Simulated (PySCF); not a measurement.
Identify the unknown among the candidates.

All candidates are C8H10O.

- 13C NMR: chemical shifts (computed TMS as zero) by class: 162.3 (1 C), 153.3 (1 C), 134.9 (1 C), 124.6 (1 C), 119.3 (1 C), 114.0 (1 C), 33.5 (1 C), 21.0 (1 C) ppm [GIAO PBE0/pcSseg-1]
- 1H NMR: chemical shifts (computed TMS as zero) by class: 7.21 (1 H), 6.84 (1 H), 6.78 (1 H), 6.35 (1 H), 3.76 (1 H), 2.42 (2 H), 1.14 (3 H) ppm [GIAO PBE0/pcSseg-1]
- UV, first state: lowest singlet excitation: 5.15 eV (241 nm, f = 0.033) [TDDFT CAM-B3LYP/def2-SVPD]
- UV, strongest line: among the 10 lowest singlet transitions: S6 at 6.82 eV (182 nm, f = 0.551) [TDDFT CAM-B3LYP/def2-SVPD]
- Rotational structure: rotational constants A, B, C: 2.978, 1.151, 0.891 GHz [PBE0-D3(BJ)/def2-SVP]
- Dipole: 1.02 D [CAM-B3LYP/def2-SVPD]
- NMR, other nuclei: isotropic shieldings of nuclei other than C and H, by class: 211 (1 O) ppm [GIAO PBE0/pcSseg-1]
- Valence photoelectron: vertical ionisation energy: 8.35 eV [ΔSCF CAM-B3LYP/def2-SVPD]
- Triplet: lowest triplet excitation (Tamm–Dancoff): 4.00 eV [TDA CAM-B3LYP/def2-SVPD]

Electronic properties: PySCF, gas phase, density fitting. Levels stand in brackets. Geometry: PBE0-D3(BJ)/def2-SVP, one conformer, isolated molecule. NMR classes are plain means over equivalent atoms (diastereotopic ones count apart unless rotation or inversion swaps them), as if these changed places fast.

**Question.** Which candidate is it?
A. `CCc1ccccc1O`
B. `C=C(CC)c1ccco1`
C. `OCCc1ccccc1`
D. `CCc1cccc(O)c1`
E. `C#C[C@@H]1CCC[C@@H]2O[C@H]12`

**Answer.** D. It is `CCc1cccc(O)c1`. Numbering: `[CH3:1][CH2:2][c:3]1[cH:4][cH:5][cH:6][c:7]([OH:8])[cH:9]1`. Its formula, C8H10O, gives 4 degrees of unsaturation: 1 ring and 3 π bonds in the structure found (Kekulé form). 8 carbons fall into 8 classes; from least to most shielded: aromatic carbon bearing oxygen [C7] (162.3 ppm), substituted aromatic carbon [C3] (153.3 ppm), aromatic CH carbon [C5] (134.9 ppm), aromatic CH carbon [C4] (124.6 ppm), aromatic CH carbon [C9] (119.3 ppm), aromatic CH carbon [C6] (114.0 ppm), benzylic-type carbon [C2] (33.5 ppm), methyl carbon [C1] (21.0 ppm). Hydrogen classes from least to most shielded: 1 H on an aromatic CH carbon, C5 (7.21 ppm), 1 H on an aromatic CH carbon, C9 (6.84 ppm), 1 H on an aromatic CH carbon, C4 (6.78 ppm), 1 H on an aromatic CH carbon, C6 (6.35 ppm), 1 H on a phenol-type oxygen, O8 (3.76 ppm), 2 H on a benzylic-type carbon, C2 (2.42 ppm), 3 H on a methyl carbon, C1 (1.14 ppm). The other shieldings belong to: 211 ppm, phenol-type oxygen [O8]. The first electron is taken from the HOMO, whose largest Löwdin shares are 0.22 on an aromatic CH carbon, 0.17 on the phenol-type oxygen, 0.17 on the aromatic carbon bearing oxygen and 0.13 on an aromatic CH carbon. The optimised geometry has point group C1 and is an asymmetric top.

The others, at the same levels:
- `C=C(CC)c1ccco1` fails: its computed lowest singlet excitation is 4.94 eV (251 nm, f = 0.392) (against 5.15 eV), rotational constant A is 3.111 GHz (against 2.978 GHz) and smallest rotational constant is 0.941 GHz (against 0.891 GHz).
- `OCCc1ccccc1` fails: it has 6 carbon classes against 8; its computed 13C shifts are 142.9 (1 C), 134.8 (2 C), 134.2 (2 C), 132.0 (1 C), 69.9 (1 C), 45.6 (1 C) ppm, 1H shifts are 7.43 (2 H), 7.34 (1 H), 7.30 (2 H), 3.52 (2 H), 2.60 (2 H), -0.07 (1 H) ppm and rotational constant A is 4.428 GHz (against 2.978 GHz).
- `C#C[C@@H]1CCC[C@@H]2O[C@H]12` fails: its computed 13C shifts are 88.8 (1 C), 75.2 (1 C), 53.9 (1 C), 49.5 (1 C), 31.4 (1 C), 27.3 (1 C), 25.5 (1 C), 23.6 (1 C) ppm, 1H shifts are 2.85 (1 H), 2.69 (1 H), 2.36 (1 H), 1.95 (1 H), 1.73 (1 H), 1.59 (1 H), 1.52 (1 H), 1.36 (1 H), 1.36 (1 H), 0.96 (1 H) ppm and rotational constant A is 3.150 GHz (against 2.978 GHz).
- `CCc1ccccc1O` fails: its computed 13C shifts are 159.6 (1 C), 136.5 (1 C), 135.2 (1 C), 132.6 (1 C), 125.1 (1 C), 116.4 (1 C), 28.3 (1 C), 16.8 (1 C) ppm, rotational constant A is 2.714 GHz (against 2.978 GHz) and smallest rotational constant is 1.010 GHz (against 0.891 GHz).

Each candidate is one conformer, not necessarily the lowest. The conformers computed, where there is a choice (atom-mapped SMILES and torsion angles):
- `[CH3:1][CH2:2][c:3]1[cH:4][cH:5][cH:6][c:7]([OH:8])[cH:9]1`: C1–C2–C3–C4 -87°, H–O8–C7–C6 0°
- `[CH2:1]=[C:2]([CH2:3][CH3:4])[c:5]1[cH:6][cH:7][cH:8][o:9]1`: C1–C2–C3–C4 -103°, C1–C2–C5–C6 -176°
- `[OH:1][CH2:2][CH2:3][c:4]1[cH:5][cH:6][cH:7][cH:8][cH:9]1`: O1–C2–C3–C4 -177°, C2–C3–C4–C5 -90°, H–O1–C2–C3 -64°
- `[CH3:1][CH2:2][c:3]1[cH:4][cH:5][cH:6][cH:7][c:8]1[OH:9]`: C1–C2–C3–C4 -101°, H–O9–C8–C7 -1°

The conformers of `C#C[C@@H]1CCC[C@@H]2O[C@H]12` aren't listed.
